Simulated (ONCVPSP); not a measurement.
# Transferability test, ONCV potential for iodine (I)

I, optimised norm-conserving Vanderbilt (ONCV), made with ONCVPSP 4.0.1 (PBE, scalar-relativistic). Core [Kr], reference 4d10 5s2 5p5. Waves: 5s: rc 1.55 bohr, ncon 5, nbas 8, qcut 4 1/bohr, 3 projectors, debl 3.7 Ha; 5p: rc 1.95 bohr, ncon 4, nbas 8, qcut 3.8 1/bohr, 1 projector; 4d: rc 1.45 bohr, ncon 3, nbas 7, qcut 11.4 1/bohr, 2 projectors, debl 0.8 Ha. Local part: polynomial inside 1.10 bohr (lpopt 1, dvloc0 6 Ha). Core correction: Teter function, fcfact 3.75, rcfact 1.4.

In the d channel the program set the typed energies aside and used -1.848, 0.250 Ha.

Energies are relative to the spin-unpolarised reference configuration 4d10 5s2 5p5; without spin polarisation the order of configurations can differ from experiment.

```csv
valence configuration,charge,ΔE all-electron (eV),error AE − PS (meV)
4d10 5s2 5p4,+1,11.131,+4.8
4d10 5s2 5p3,+2,30.978,+29
4d10 5s2 5p2,+3,60.307,+74
```

(1) What are ΔE and the potential's error for 4d10 5s1 5p5?

Levels in the configuration 4d10 5s2 5p2:

```csv
level,all-electron (eV),pseudo (eV)
4d,-82.376,-81.818
5s,-46.464,-46.325
5p,-34.294,-34.236
```

Note: ghosts flagged at negative energy: s at -182.5 eV; GHOST(+) flagged for p at 18.7 eV. A true bound ghost makes a file unfit for plane-wave use.

Answers

(1) ΔE = 22.111 eV all-electron; the error (AE − PS) is +25 meV.
